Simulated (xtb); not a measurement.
The molecule LiCl-, multiplicity 2 (lowest of 2S+1 = 2, 4 at CCSD(T)/def2-TZVPP on PBE0 minima; our sources give no spin for the ground state, which may be another).

Seven points along R, fitted to fifth degree in 1/R; most abundant isotopes. In def2 and cc sets the state is the lowest found near the PBE0 minimum, followed along R.

Run with xtb for the GFN methods. Each number belongs to the level named beside it. The GFN methods have no spin term and hold the electronic entropy of 300 K.

Energies at GFN1-xTB:

| R (Å) | E (hartree) |
|---|---|
| 1.985744 | -4.81835305 |
| 2.039124 | -4.82024918 |
| 2.088234 | -4.82135756 |
| 2.143749 | -4.82206704 |
| 2.199265 | -4.82235296 |
| 2.263321 | -4.82230891 |
| 2.338053 | -4.82191151 |

With a reduced mass of 5.8436 u, find the minimum, the force constant and the constants.

A fifth-degree polynomial in 1/R puts the minimum at r_e = 2.2221 Å with force constant 37.4 N/m. Then ω_e = (1/2πc)√(k/μ) = 330 cm⁻¹ and B_e = h/(8π²cμr_e²) = 0.5843 cm⁻¹; the cubic and quartic terms give α_e = 0.021 and ω_e x_e = 8.7 cm⁻¹.
